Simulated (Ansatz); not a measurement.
The cluster Nb₅, relaxed as a doublet with UKS PBE0-D4/def2-SVP in Ansatz, starting from the GFN2-xTB geometry. Force threshold 0.02 eV/Å.

In the def2 sets Nb takes a core potential; there is no spin–orbit coupling. The charge 0 doublet is spin-contaminated (final ⟨S²⟩ up to 0.85, 0.75 for a pure state). The relaxation made no stability test and no search for a lower SCF solution. No other spin state of charge 0 was run. The structure comes from a short search, and lower isomers may exist.

Start:

```xyz
5

Nb    2.0780   -0.5678    1.5945
Nb   -1.3759   -1.9208    1.2736
Nb   -0.8305    1.8488    0.9531
Nb   -1.6580   -0.3527   -2.0764
Nb    1.7864    0.9925   -1.7449
```

Problem. Estimate the energy that the relaxation releases and the steps that it takes.

Solution. 1083.3 kJ/mol, in 28 steps; 4.5 min on 4 threads of Intel Xeon on a shared host. No frequencies were taken in this run, so the end may be a saddle point.

Problem. Does the start keep its bonding?

Solution. Bonds formed: Nb1–Nb4, Nb2–Nb5 (atoms count from 1). Metal–metal contacts that move far: Nb1–Nb3 3.84 to 2.58 Å, Nb3–Nb4 3.84 to 2.58 Å, Nb3–Nb5 3.85 to 2.61 Å, Nb2–Nb3 3.82 to 2.59 Å. The end is the same structure that another start reached, the lowest one found.

Problem. Predict the relaxed structure.

Solution. 
```xyz
5

Nb    1.4420   -0.1907    1.2998
Nb   -0.6147   -1.3086    0.5495
Nb   -0.5776    1.2749    0.6611
Nb   -1.3285   -0.0316   -1.4285
Nb    1.0788    0.2560   -1.0819
```
Bond lengths (bridged metal pairs left out): 10 × Nb–Nb 2.45 to 3.89 Å.
